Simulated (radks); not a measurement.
Initial-state core-level shifts of the phosphorus ion P2+ when its valence configuration changes from [Ne] 3s2 3p1. Method: scalar-relativistic Kohn-Sham, r2SCAN, spin-polarised, spherical densities, finite nucleus; open shells are filled with parallel spins first; meta-GGA in the generalised Kohn-Sham scheme; Fermi nuclear charge, rms radius 3.1889 fm; computed with a radial shooting solver on a logarithmic mesh with Libxc functionals. Shifts are changes of the shell-averaged eigenvalues in eV (positive: less bound); the change of the density at the nucleus, which sets a Mossbauer isomer shift, is in e/bohr^3, on a base of 2394.

valence	1s	2s	2p	density at nucleus
3s1 3p2	-0.707	-0.788	-0.749	-8.2308
3p3	-2.197	-2.220	-2.178	-16.7825
3s1.5 3p1.5	-0.487	-0.504	-0.494	-4.1472
3s0.5 3p2.5	-1.451	-1.505	-1.464	-12.5204
